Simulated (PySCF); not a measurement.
PySCF 2.14 output of an unrestricted PBE0 calculation on a single atom or ion in def2-QZVPPD with the def2 core potential (28 electrons) (7s5p4d4f2g, 88 functions), with scalar relativity through the core potential:

```
SCF conv_tol = 1e-09
number electrons alpha = 9  beta = 4
    C. Adamo and V. Barone.,  J. Chem. Phys. 110, 6158 (1999)
    M. Ernzerhof and G. E. Scuseria.,  J. Chem. Phys. 110, 5029 (1999)
cycle= 1 E= -79.4660494873527  delta_E= -0.00418  |g|= 0.0154  |ddm|= 0.185
cycle= 2 E= -79.4661431052325  delta_E= -9.36e-05  |g|= 0.00288  |ddm|= 0.0273
cycle= 3 E= -79.4661465823171  delta_E= -3.48e-06  |g|= 0.000658  |ddm|= 0.00714
cycle= 4 E= -79.4661467946857  delta_E= -2.12e-07  |g|= 0.00015  |ddm|= 0.00132
cycle= 5 E= -79.4661468029691  delta_E= -8.28e-09  |g|= 8.65e-06  |ddm|= 0.000314
cycle= 6 E= -79.4661468030626  delta_E= -9.35e-11  |g|= 4.38e-07  |ddm|= 4.21e-05
converged SCF energy = -79.4661468030626  <S^2> = 8.7507609  2S+1 = 6.0002536
```

The run itself started from symmetry-adapted Hartree-Fock orbitals and held the occupation by maximum overlap, on a logarithmic radial grid, so the iterations belong to that start.

Task: Which element, charge and spin multiplicity is this?

Result: Tc²⁺ (technetium, charge +2), multiplicity 6; the state was [Kr] 4d4 5p1, one real determinant (an excited configuration).

⟨L²⟩ = 8.01 against 12 for a pure F term, so this real determinant mixes terms. Energies and moments cover only the electrons outside the core potential.
